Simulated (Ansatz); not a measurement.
An input meant for the cluster CdBr₂ (charge 0, singlet).

```yaml
crystal:
  periodic: [false, false, false]
  atoms:
    - {symbol: Cd, position_ang: [-0.000185, -0.001116, 0.000922]}
    - {symbol: Br, position_ang: [0.554444, -1.514821, -1.834649]}
    - {symbol: Br, position_ang: [0.254444, -1.564821, -1.834649]}
basis:
  gaussian: {orbitals: def2-mTZVPP, final_grid: {core_spheres: 5, valence_spheres: 4, degree: 11}}
magnetization: {spin_polarized: true, initial_magnetization: 0}
hamiltonian: {xc: {name: B2PLYP}}
scf: {omitted_lower_state_checks: [starts]}
output: {forces: true}
```

```sh
$ ansatz run in.yaml --threads 4 --pin off --events-out ev --progress --plain --max-ram 3916MiB
```

It prints (some lines left out):

```
Functional definition: B2PLYP
1052 factors; integrals over basis functions are off by at most 1.2e-4 eV
mean field evaluation 1: about -136041.1861 eV, gradient 1.5e2 eV
mean field evaluation 2: about -136051.6901 eV, gradient 1.5e2 eV
mean field evaluation 4: about -136072.7121 eV, gradient 1.7e1 eV
mean field evaluation 8: about -136073.8243 eV, gradient 1.1e0 eV
mean field evaluation 16: about -136073.8290 eV, gradient 5.5e-4 eV
mean field evaluation 32: about -136074.0054 eV, gradient 5.3e-5 eV
a density is far from that of the atoms, so the factors are made again for it
1151 factors; integrals over basis functions are off by at most 1.1e-4 eV
mean field evaluation 64: about -136073.8302 eV, gradient 3.1e-3 eV
mean field -136074.00660127 eV, -5000.6275083222 hartree, gradient 1.1e-6 eV, S^2 0.675465; 2 other end points of the search recorded, 0 dependent functions left out
18 core orbitals not correlated, not the lowest: weight in the atoms' cores, before any rotation towards them, 0.525 or more for the frozen orbitals, at most 0.486 for the correlated occupied ones
reference -136074.00667816 eV, -5000.6275111481 hartree; 27, 27 occupied and 60, 60 virtual orbitals, 1151 factors
second order -18.78886477 eV of doubles, -0.00000000 eV of singles
Total energy: -136079.07967165 eV, -5000.8139402202 hartree
Atom 0 at    -0.000185    -0.001116     0.000922 Å, force     6.796194     3.118704     2.269694 eV/Å
Atom 1 at     0.554444    -1.514821    -1.834649 Å, force 69135.225821 11560.608817    43.509418 eV/Å
Atom 2 at     0.254444    -1.564821    -1.834649 Å, force -69142.022015 -11563.727521   -45.779112 eV/Å
Dipole moment:     0.051870    -0.280150    -0.330048 e Å
Checks for a lower state left out: starts
```

In this input one atom was put on top of another. Self-consistency was reached. The result belongs to that input, not to the species as meant.

In the def2 sets Cd takes a core potential; there is no spin–orbit coupling. Correlated methods freeze 18 core orbitals; core or outer-core shells of Cd, Br are correlated, in sets that lack core-valence functions. The unrestricted singlet has broken spin symmetry (⟨S²⟩ up to 0.68).
